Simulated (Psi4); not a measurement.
Psi4 input (wB97X-D/6-311+G**):

```
memory 1500 MB

molecule {
-1 1
N    -1.08571000    2.09126400    0.52831800
Si   -0.79973800    0.36362500    0.86162100
N     0.46956600   -0.37993500    0.14298000
Si    1.12208500   -1.24153200   -1.08865000
H    -1.27682200    2.25898300   -0.45447400
H    -0.27614400    2.65789200    0.76084400
H    -0.69762300    0.37843300    2.36305900
H    -2.16103300   -0.21364000    0.55573100
H     1.84751500   -0.43874000   -2.14913500
H     2.17920200   -2.23853900   -0.67339800
H     0.18505000   -2.09300100   -1.92330500
symmetry c1
no_reorient
no_com
}

set {
  basis 6-311+G**
  reference rks
  scf_type df
  df_basis_scf def2-universal-jkfit
  dft_radial_points 99
  dft_spherical_points 590
  e_convergence 1e-8
  d_convergence 1e-7
  maxiter 150
}

e = energy('wb97x-d')
print_out(f'\nFINAL {e:.10f} DIPOLE {variable("CURRENT DIPOLE")[0]:.6f} {variable("CURRENT DIPOLE")[1]:.6f} {variable("CURRENT DIPOLE")[2]:.6f}\n')
```

Output:

```
   => Loading Basis Set <=

    Name: 6-311+G**
    Role: ORBITAL
    Keyword: BASIS
    atoms 1, 3 entry N          line   150 file 6-311pgss.gbs
    atoms 2, 4 entry SI         line   351 file 6-311pgss.gbs
    atoms 5-11 entry H          line    42 file 6-311pgss.gbs

   => WB97X-D: Empirical Dispersion <=

    Chai and Head-Gordon Dispersion Correction
    Chai, J.-D.; Head-Gordon, M. (2010), J. Chem. Phys., 132: 6615-6620

        s6 =       1.000000

         ---------------------------------------------------------
                                   SCF
               by Justin Turney, Rob Parrish, Andy Simmonett
                          and Daniel G. A. Smith
                              RKS Reference
         ---------------------------------------------------------

  ==> Geometry <==

    Molecular point group: c1
    Full point group: C1

    Geometry (in Angstrom), charge = -1, multiplicity = 1:

       Center              X                  Y                   Z               Mass
    ------------   -----------------  -----------------  -----------------  -----------------
         N           -1.085710000000     2.091264000000     0.528318000000    14.003074004430
         SI          -0.799738000000     0.363625000000     0.861621000000    27.976926534650
         N            0.469566000000    -0.379935000000     0.142980000000    14.003074004430
         SI           1.122085000000    -1.241532000000    -1.088650000000    27.976926534650
         H           -1.276822000000     2.258983000000    -0.454474000000     1.007825032230
         H           -0.276144000000     2.657892000000     0.760844000000     1.007825032230
         H           -0.697623000000     0.378433000000     2.363059000000     1.007825032230
         H           -2.161033000000    -0.213640000000     0.555731000000     1.007825032230
         H            1.847515000000    -0.438740000000    -2.149135000000     1.007825032230
         H            2.179202000000    -2.238539000000    -0.673398000000     1.007825032230
         H            0.185050000000    -2.093001000000    -1.923305000000     1.007825032230

  Running in c1 symmetry.

  Rotational constants: A =      0.44384  B =      0.06371  C =      0.05915 [cm^-1]
  Rotational constants: A =  13305.95711  B =   1910.09279  C =   1773.29590 [MHz]
  Nuclear repulsion =  214.128072497583219

  Charge       = -1
  Multiplicity = 1
  Electrons    = 50
  Nalpha       = 25
  Nbeta        = 25

  ==> Algorithm <==

  SCF Algorithm Type is DF.
  DIIS enabled.
  MOM disabled.
  Fractional occupation disabled.
  Guess Type is SAD.
  Energy threshold   = 1.00e-08
  Density threshold  = 1.00e-07
  Integral threshold = 1.00e-12

  ==> Primary Basis <==

  Basis Set: 6-311+G**
    Blend: 6-311+G**
    Number of shells: 76
    Number of basis functions: 146
    Number of Cartesian functions: 150
    Spherical Harmonics?: true
    Max angular momentum: 2

  ==> DFT Potential <==

   => LibXC <=

    Version 7.1.2
    S. Lehtola, C. Steigemann, M. J. T. Oliveira, and M. A. L. Marques,  SoftwareX 7, 1–5 (2018) (10.1016/j.softx.2017.11.002)

   => Composite Functional: WB97X-D <=

    wB97X-D Hyb-GGA Exchange-Correlation Functional

    J.-D. Chai and M. Head-Gordon,  Phys. Chem. Chem. Phys. 10, 6615–6620 (2008) (10.1039/B810189B)

    Deriv               =              1
    GGA                 =           TRUE
    Meta                =          FALSE

    Exchange Hybrid     =           TRUE
    MP2 Hybrid          =          FALSE

   => Exchange-Correlation Functionals <=

    1.0000   wB97X-D range-separated functional

   => Exact (HF) Exchange <=

    0.7780            HF,LR [omega = 0.2000]
    0.2220               HF

   => LibXC Density Thresholds  <==

    XC_HYB_GGA_XC_WB97X_D:  1.00E-14

   => Molecular Quadrature <=

    Radial Scheme          =       TREUTLER
    Pruning Scheme         =           NONE
    Nuclear Scheme         =       TREUTLER

    Blocking Scheme        =         OCTREE
    BS radius alpha        =              1
    Pruning alpha          =              1
    Radial Points          =             99
    Spherical Points       =            590
    Total Points           =         612459
    Total Blocks           =           4325
    Max Points             =            256
    Max Functions          =            133
    Weights Tolerance      =       1.00E-15

   => Loading Basis Set <=

    Name: DEF2-UNIVERSAL-JKFIT
    Role: JKFIT
    Keyword: DF_BASIS_SCF
    atoms 1, 3 entry N          line   258 file def2-universal-jkfit.gbs
    atoms 2, 4 entry SI         line   737 file def2-universal-jkfit.gbs
    atoms 5-11 entry H          line    18 file def2-universal-jkfit.gbs

  ==> Integral Setup <==

  SCF_SUBTYPE=INCORE selected. In-core MEM_DF algorithm will be used.
  Using in-core AOs.

  ==> MemDFJK: Density-Fitted J/K Matrices <==

    J tasked:                   Yes
    K tasked:                   Yes
    wK tasked:                  Yes
    Omega:                2.000E-01
    Algorithm:                 Core
    Schwarz Cutoff:           1E-12
    Mask sparsity (%):       7.5155
    Fitting Condition:        1E-10

   => Auxiliary Basis Set <=

  Basis Set: DEF2-UNIVERSAL-JKFIT
    Blend: DEF2-UNIVERSAL-JKFIT
    Number of shells: 168
    Number of basis functions: 536
    Number of Cartesian functions: 636
    Spherical Harmonics?: true
    Max angular momentum: 4

  Cached 33.3% of DFT collocation blocks in 0.580 [GiB].

  Minimum eigenvalue in the overlap matrix is 6.6511331313E-04.
  Reciprocal condition number of the overlap matrix is 7.9921044525E-05.
    Using symmetric orthogonalization.

  ==> Pre-Iterations <==

  SCF Guess: Superposition of Atomic Densities via on-the-fly atomic UHF (no occupation information).

   -------------------------
    Irrep   Nso     Nmo
   -------------------------
     A        146     146
   -------------------------
    Total     146     146
   -------------------------

  ==> Iterations <==

                           Total Energy        Delta E     RMS |[F,P]|

   @DF-RKS iter SAD:  -691.87158089439288   -6.91872e+02   0.00000e+00
   @DF-RKS iter   1:  -692.20356202003529   -3.31981e-01   8.11613e-03 DIIS/ADIIS
   @DF-RKS iter   2:  -690.12287241029344    2.08069e+00   1.29511e-02 DIIS/ADIIS
   @DF-RKS iter   3:  -692.70111965833223   -2.57825e+00   2.88835e-03 DIIS/ADIIS
   @DF-RKS iter   4:  -692.78124396569490   -8.01243e-02   1.31323e-03 DIIS/ADIIS
   @DF-RKS iter   5:  -692.79652869389724   -1.52847e-02   2.19539e-04 DIIS/ADIIS
   @DF-RKS iter   6:  -692.79711528915595   -5.86595e-04   7.11097e-05 DIIS
   @DF-RKS iter   7:  -692.79719621609570   -8.09269e-05   2.62002e-05 DIIS
   @DF-RKS iter   8:  -692.79720795238813   -1.17363e-05   8.76144e-06 DIIS
   @DF-RKS iter   9:  -692.79720986522329   -1.91284e-06   1.44371e-06 DIIS
   @DF-RKS iter  10:  -692.79720998241282   -1.17190e-07   4.82231e-07 DIIS
   @DF-RKS iter  11:  -692.79720999020253   -7.78971e-09   1.28122e-07 DIIS
   @DF-RKS iter  12:  -692.79720999079177   -5.89239e-10   3.25801e-08 DIIS
  Energy and wave function converged.

  ==> Post-Iterations <==

   Electrons on quadrature grid:
      Ntotal   =   49.9999999685 ; deviation = -3.153e-08

    Orbital Energies [Eh]
    ---------------------

    Doubly Occupied:

       1A    -66.073236     2A    -66.069150     3A    -14.245310
       4A    -14.162860     5A     -5.204150     6A     -5.201445
       7A     -3.549441     8A     -3.548904     9A     -3.547289
      10A     -3.546305    11A     -3.546180    12A     -3.544626
      13A     -0.782888    14A     -0.676162    15A     -0.457551
      16A     -0.406479    17A     -0.401034    18A     -0.298537
      19A     -0.271135    20A     -0.260550    21A     -0.248138
      22A     -0.233689    23A     -0.197363    24A     -0.126593
      25A     -0.123716

    Virtual:

      26A      0.175951    27A      0.181907    28A      0.191897
      29A      0.198977    30A      0.210692    31A      0.213070
      32A      0.216985    33A      0.247241    34A      0.269370
      35A      0.295782    36A      0.299795    37A      0.310935
      38A      0.316553    39A      0.325105    40A      0.343414
      41A      0.356656    42A      0.360455    43A      0.364634
      44A      0.378728    45A      0.390892    46A      0.397186
      47A      0.413768    48A      0.420831    49A      0.445834
      50A      0.466308    51A      0.475916    52A      0.477240
      53A      0.493614    54A      0.509683    55A      0.543878
      56A      0.591294    57A      0.601482    58A      0.632066
      59A      0.651725    60A      0.660366    61A      0.682139
      62A      0.719628    63A      0.746099    64A      0.766886
      65A      0.827687    66A      0.861592    67A      0.878687
      68A      0.905028    69A      0.913379    70A      0.949647
      71A      1.031458    72A      1.042927    73A      1.092210
      74A      1.111675    75A      1.119687    76A      1.133340
      77A      1.171894    78A      1.197408    79A      1.212797
      80A      1.233719    81A      1.271820    82A      1.378828
      83A      1.429478    84A      1.441553    85A      1.445323
      86A      1.464767    87A      1.466007    88A      1.489977
      89A      1.528440    90A      1.559372    91A      1.577284
      92A      1.592132    93A      1.644636    94A      1.713513
      95A      1.733646    96A      1.751964    97A      1.759571
      98A      1.855663    99A      1.873859   100A      1.884983
     101A      1.889727   102A      1.937984   103A      1.982643
     104A      2.075080   105A      2.143272   106A      2.166375
     107A      2.206369   108A      2.279974   109A      2.294582
     110A      2.327106   111A      2.355943   112A      2.391655
     113A      2.416630   114A      2.544647   115A      2.667887
     116A      2.720849   117A      2.754960   118A      2.812075
     119A      2.828790   120A      2.872312   121A      2.881634
     122A      2.942155   123A      2.951936   124A      2.996879
     125A      3.024391   126A      3.149571   127A      3.156386
     128A      3.325823   129A      4.145373   130A      4.230630
     131A      4.244818   132A      4.500721   133A      4.567888
     134A      4.939086   135A      6.012074   136A      6.125311
     137A     11.711793   138A     11.715935   139A     11.732121
     140A     11.749697   141A     11.881230   142A     11.913184
     143A     35.732840   144A     35.849972   145A    141.543101
     146A    141.672550

    Final Occupation by Irrep:
              A
    DOCC [    25 ]
    NA   [    25 ]
    NB   [    25 ]

  @DF-RKS Final Energy:  -692.79720999079177

   => Energetics <=

    Nuclear Repulsion Energy =            214.1280724975832186
    One-Electron Energy =               -1391.8575644263432878
    Two-Electron Energy =                 526.6908896179181738
    DFT Exchange-Correlation Energy =     -41.7548402628645192
    Empirical Dispersion Energy =          -0.0037674170853558
    VV10 Nonlocal Energy =                  0.0000000000000000
    Total Energy =                       -692.7972099907917709

Computation Completed

Properties will be evaluated at   0.000000,   0.000000,   0.000000 [a0]

Properties computed using the SCF density matrix

 Multipole Moments:

 ------------------------------------------------------------------------------------
     Multipole            Electronic (a.u.)      Nuclear  (a.u.)        Total (a.u.)
 ------------------------------------------------------------------------------------

 L = 1.  Multiply by 2.5417464519 to convert [e a0] to [Debye]
 Dipole X            :         -0.1249675           -0.0000094           -0.1249770
 Dipole Y            :          0.7080665           -0.0000132            0.7080533
 Dipole Z            :         -0.3201641            0.0000038           -0.3201603
 Magnitude           :                                                    0.7870587

 ------------------------------------------------------------------------------------

FINAL -692.7972099908 DIPOLE -0.124977 0.708053 -0.320160

*** Psi4 exiting successfully. Buy a developer a beer!
```

The dipole moment of an ion depends on the origin.

The geometry given is a B3LYP-D3(BJ)/def2-TZVP minimum.
